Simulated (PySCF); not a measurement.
C2H6N2OSi. Atoms are numbered in the order given.

```xyz
12

C     -1.8610    -1.2204     0.1427
Si    -0.7992     0.1480    -0.5557
N     -1.4278     1.6765    -0.0659
N      0.8318    -0.1492    -0.0062
C      1.9583    -0.3012     0.3710
O      3.0621    -0.4537     0.7434
H     -1.8781    -1.1740     1.2441
H     -1.4643    -2.2071    -0.1432
H     -2.8965    -1.1378    -0.2228
H     -0.7347     0.1485    -2.0394
H     -1.0768     2.5296    -0.4912
H     -1.6701     1.8377     0.9076
```

Geometry optimised at B3LYP-D3(BJ)/def2-SVP. The structure was generated by enumeration; whether it is a known compound was not checked. Other conformers were not sampled.

Vertical ionisation energy (IE) and electron affinity (EA) in eV. Rows of orbital energies are one-electron estimates. Where ΔSCF, EOM or ADC give a negative EA the extra electron is unbound and the value depends on the basis.

| level | IE | EA |
|---|---|---|
| −ε(HOMO), −ε(LUMO), B3LYP/def2-TZVP (PySCF) | 7.57 | -0.16 |
| −ε(HOMO), −ε(LUMO), PBE/def2-TZVP (PySCF) | 6.37 | 0.41 |
